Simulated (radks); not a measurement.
Q: Neutral strontium, [Kr] 5s2. Method: non-relativistic Kohn-Sham, PBE, spin-polarised, spherical densities, point nucleus; computed with a radial shooting solver on a logarithmic mesh with Libxc functionals. Every spin shell is full or empty, so the densities are truly spherical. Functionals are evaluated on that one density, not self-consistently. Rank these exchange functionals by their error against the exact value of the orbitals, and give that value: LDA, PBE, revPBE, RPBE, OPTX, G96, TPSS, r2SCAN, MS2, Tao-Mo.

A: Exact: -101.876 hartree. From best to worst, with 100 (|E| - |E exact|)/|E exact| (equal figures are ties): r2SCAN -0.05, TPSS -0.14, RPBE -0.17, revPBE -0.24, G96 +0.32, PBE -0.41, MS2 -0.46, Tao-Mo -0.69, OPTX +0.92, LDA -5.43.
